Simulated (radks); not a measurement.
Results of a calculation; reference values are marked as such.
How relativity changes the ionisation of neutral thulium ([Xe] 4f13 6s2) to Tm+ ([Xe] 4f13 6s1). Spin-unpolarised spherical Kohn-Sham, PBE, point nucleus unless stated (finite: rms radius 5.2256 fm), a radial shooting solver on a logarithmic mesh with Libxc functionals. A level marked "c x" has the speed of light scaled by that factor and shares open shells by 2j + 1; other Dirac levels either fill j = l - 1/2 first or share by 2j + 1.

[
 {"level": "non-rel.", "E(Tm) (hartree)": "-12943.9098", "E(Tm+) (hartree)": "-12943.6904", "IE (eV)": "5.969", "HOMO": "6s", "<r> HOMO (bohr)": "4.286"},
 {"level": "scalar-rel.", "E(Tm) (hartree)": "-13567.4694", "E(Tm+) (hartree)": "-13567.2321", "IE (eV)": "6.457", "HOMO": "4f", "<r> HOMO (bohr)": "0.8113"},
 {"level": "scalar-rel., finite nucleus", "E(Tm) (hartree)": "-13566.0063", "E(Tm+) (hartree)": "-13565.7690", "IE (eV)": "6.456", "HOMO": "4f", "<r> HOMO (bohr)": "0.8113"},
 {"level": "Dirac, 2j+1 shares", "E(Tm) (hartree)": "-13582.1631", "E(Tm+) (hartree)": "-13581.9257", "IE (eV)": "6.461", "HOMO": "4f7/2", "<r> HOMO (bohr)": "0.8236"},
 {"level": "Dirac, low j first", "E(Tm) (hartree)": "-13582.1820", "E(Tm+) (hartree)": "-13581.9445", "IE (eV)": "6.461", "HOMO": "4f7/2", "<r> HOMO (bohr)": "0.8243"},
 {"level": "Dirac, 2j+1 shares, finite nucleus", "E(Tm) (hartree)": "-13580.6890", "E(Tm+) (hartree)": "-13580.4516", "IE (eV)": "6.460", "HOMO": "4f7/2", "<r> HOMO (bohr)": "0.8236"},
 {"level": "Dirac, c x 1.25", "E(Tm) (hartree)": "-13332.2035", "E(Tm+) (hartree)": "-13331.9739", "IE (eV)": "6.249", "HOMO": "6s1/2", "<r> HOMO (bohr)": "4.097"},
 {"level": "Dirac, c x 100", "E(Tm) (hartree)": "-12943.9657", "E(Tm+) (hartree)": "-12943.7464", "IE (eV)": "5.969", "HOMO": "6s1/2", "<r> HOMO (bohr)": "4.286"}
]

NIST Atomic Spectra Database: 6.184 eV (measured). The relativistic part of the total energy of Tm is -636.8 hartree (Dirac, 2j+1 shares, finite nucleus), 4.9 % of the non-relativistic value. Spin polarisation and multiplet splitting of open shells are left out at every level.

Beside tabulated values, note that relativity, absent from the non-relativistic runs, is large for the heavy elements, and spin-unpolarised runs miss the spin-polarisation part of the exchange energy of open shells.
